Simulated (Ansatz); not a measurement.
Consider the redistribution: `B[SiH2]/C=C/O` + `FC([SiH3])Cl` → `BC(F)[SiH3]` + `O/C=C/[SiH2]Cl`.

Computed with Ansatz on PBE0-D4/def2-TZVP structures; ΔE is electronic, products minus reactants. CBS: MP2 limit from def2 TZ/QZ plus the TZ coupled-cluster correction, frozen cores. Double bonds are as drawn, so ΔE can hold a change between cis and trans. Functionals use def2-TZVPP. Each species was taken in one conformer, which may not be the lowest.

```tsv
species	ωB97X-V energy (Eh)
`B[SiH2]/C=C/O`	-469.90301
`FC([SiH3])Cl`	-889.95398
`BC(F)[SiH3]`	-455.84012
`O/C=C/[SiH2]Cl`	-904.09353
```

(1) Work out ΔE.

Largest T1 diagnostic among the species: 0.013.

Answers

(1) ΔE = (-455.84012) + (-904.09353) − (-469.90301) − (-889.95398) = -0.07666 Eh = -201.3 kJ/mol. CCSD(T)/CBS gives -204.0 kJ/mol.

In def2-TZVPP, CCSD(T) changes the Hartree–Fock value by +73.2 kJ/mol (the triples alone add +12.8 kJ/mol) and MP2 by +78.4 kJ/mol. From PBE to PBE0 (25 % exact exchange), in def2-TZVPP and without D4, ΔE moves by −13.7 kJ/mol. The D4 term adds +3.6 kJ/mol with B3LYP and +1.6 kJ/mol with PBE0; it sums over pairs of atoms, weighted by their polarisabilities, and B3LYP, whose exchange is more repulsive, gets the larger term.

B3LYP here is the variant with VWN-RPA as its local correlation; programs differ in this.
